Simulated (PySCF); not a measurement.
Relaxation of singlet HInO

All numbers come from PBE0/[In def2-TZVP with ECP28, O def2-TZVP, H def2-TZVP], scalar-relativistic core potentials, density fitting, no spin–orbit coupling, PySCF. A (50,194) grid was used.

A hand-made bent start, of Cs symmetry, held to at least that symmetry:

Coordinates in bohr (charge 0 multiplicity 1):
```
In    0.3417    0.0000   -0.2681
O    -2.6460    0.0000    1.8239
H     3.0351    0.0000    1.6179
```

(1) What forces act on the atoms at the start (eV/Å)?

(2) What does it relax to?

(3) How much energy is released, and in how many steps?

Results:

(1) 
```csv
atom,Fx,Fy,Fz
In1,-1.22,0.00,2.38
O2,0.81,0.00,-1.56
H3,0.42,0.00,-0.83
```

(2) It ends at C∞v with In–H 1.664 Å, In–O 1.818 Å; H–In–O 179.9°. No frequency check is given, so it may be a saddle point.

(3) 130.0 kJ/mol in 8 steps.

The relaxation took 17 s on 2 threads of a shared Intel Xeon Platinum 8488C (Sapphire Rapids) host, with 87 basis functions and 9 gradients; the process peaked at 0.81 GiB. Launch command: `OMP_NUM_THREADS=2 python axn.py task.json out`.
